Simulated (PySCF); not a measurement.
Ionisation energy along the 24-electron series

Calculated with PySCF 2.14 and a two-component X2C-1e Hamiltonian (Gaussian nucleus, no Breit or QED terms), each ion in its own even-tempered basis scaled to its charge; GMP2 freezes [Ne] and drops the highest virtual spinors. Values in eV. NIST values: (m) measured, (s) semi-empirical, (t) theoretical.

| ion | configuration | GHF (spin-free) | GMP2 (spin-free) | GHF (screened spin-orbit) | GMP2 (screened spin-orbit) | NIST |
| --- | --- | --- | --- | --- | --- | --- |
| Ba³²⁺ | [Ar] 3d6 | 2042.8 | 2043.8 | 2047.6 | 2048.3 | 2047 ± 4 (t) |
| La³³⁺ | [Ar] 3d6 | 2157.7 | 2158.7 | 2162.6 | 2163.2 | 2162 ± 5 (t) |
| Ce³⁴⁺ | [Ar] 3d6 | 2275.7 | 2276.8 | 2280.6 | 2281.1 | 2280 ± 5 (t) |

Between Z = 56 and Z = 58 the GMP2 (screened spin-orbit) value grows as Z to the power 3.07.
